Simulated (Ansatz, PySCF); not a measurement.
C3H7BN2, SMILES C=C=CB(N)N. Atoms are numbered in the order given.

```xyz
13

C     -0.1434     2.6999     0.0000
C      0.3997     1.5077     0.0000
C      0.8871     0.2913     0.0000
B     -0.0281    -0.9973     0.0000
N      0.6038    -2.2647     0.0000
N     -1.4331    -0.8489     0.0000
H     -0.3700     3.2205    -0.9367
H     -0.3700     3.2205     0.9367
H      1.9816     0.1884     0.0000
H      0.1072    -3.1440     0.0000
H      1.6073    -2.3674     0.0000
H     -1.8638     0.0649     0.0000
H     -2.0888    -1.6159     0.0000
```
Charge 0, spin multiplicity 1.

The structure is a stationary point at PBE0-D3(BJ)/def2-SVP. The structure was generated by enumeration, and PubChem lists no compound with its InChIKey, so it may never have been made. One conformer was computed; it need not be the lowest.

Two levels are set side by side: PBE-D3(BJ)/def2-SVP (Ansatz, a program for electronic structure) and PBE0-D3(BJ)/def2-SVP (Ansatz). Each level has its own optimised geometry; the coordinates shown are those of the second. Frequencies come from the Hessian of PySCF at each geometry. Differences are taken from unrounded values.

| quantity | PBE0-D3(BJ) |
|---|---|
| mean bond length (Å) | 1.196 |
| bond C1–C2 (Å) | 1.310 |
| bond C2–C3 (Å) | 1.310 |
| bond C3–B4 (Å) | 1.581 |
| bond B4–N5 (Å) | 1.416 |
| bond B4–N6 (Å) | 1.413 |
| bond C1–H7 (Å) | 1.095 |
| bond C1–H8 (Å) | 1.095 |
| bond C3–H9 (Å) | 1.099 |
| bond N5–H10 (Å) | 1.010 |
| bond N5–H11 (Å) | 1.009 |
| bond N6–H12 (Å) | 1.010 |
| bond N6–H13 (Å) | 1.009 |
| highest harmonic wavenumber (cm⁻¹) | 3764 |
| mean harmonic wavenumber (cm⁻¹) | 1392 |
| zero-point energy (kcal/mol) | 65.66 |

What does PBE-D3(BJ) give, and how far is it from PBE0-D3(BJ)? (The exact figures need the calculation; the answer reports its results.)


| quantity | PBE-D3(BJ) | PBE-D3(BJ) minus PBE0-D3(BJ) |
|---|---|---|
| mean bond length (Å) | 1.205 | 0.008 |
| bond C1–C2 (Å) | 1.319 | 0.009 |
| bond C2–C3 (Å) | 1.320 | 0.009 |
| bond C3–B4 (Å) | 1.585 | 0.004 |
| bond B4–N5 (Å) | 1.425 | 0.009 |
| bond B4–N6 (Å) | 1.421 | 0.008 |
| bond C1–H7 (Å) | 1.104 | 0.009 |
| bond C1–H8 (Å) | 1.104 | 0.009 |
| bond C3–H9 (Å) | 1.108 | 0.009 |
| bond N5–H10 (Å) | 1.018 | 0.009 |
| bond N5–H11 (Å) | 1.017 | 0.008 |
| bond N6–H12 (Å) | 1.019 | 0.009 |
| bond N6–H13 (Å) | 1.018 | 0.009 |
| highest harmonic wavenumber (cm⁻¹) | 3643 | -120 |
| mean harmonic wavenumber (cm⁻¹) | 1344 | -48 |
| zero-point energy (kcal/mol) | 63.40 | -2.26 |

GGA bonds tend to be longer and softer than those of functionals with exact exchange. Differences between two approximate levels are no errors against the true value.
